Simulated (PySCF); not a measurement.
All values below come from CAM-B3LYP-D3(BJ)/def2-TZVP (PySCF). All species are isolated molecules in the gas phase. One relaxed conformer stands for a flexible species; it need not be the lowest. Excitations are Tamm–Dancoff values on a coarser integration grid. The basis has no diffuse functions, so Rydberg states are missing or too high.

Reference species (SMILES): `C/C([SiH3])=C\Cl` (neutral, multiplicity 1).

* **S1 oscillator strength**: 0.499
* **S1 excitation (TDA)**: 6.89 eV
* **brightest of the four lowest singlets (TDA)**: 6.89 eV

After one change: the S1 oscillator strength falls by 0.474; the S1 excitation (TDA) falls by 0.31 eV; the brightest of the four lowest singlets (TDA) decreases by 0.17 eV.

Question: Which change was made? The new species is one of these.
A. `C/C=C(\[SiH3])Cl`
B. `C=C(Cl)C[SiH3]` (Cl–C–C–Si torsion 74°)
C. `C/C(Cl)=C/[SiH3]`
D. `[SiH3]C/C=C/Cl` (Si–C–C–C torsion 109°)

Answer: D, `[SiH3]C/C=C/Cl` (Si–C–C–C torsion 109°)
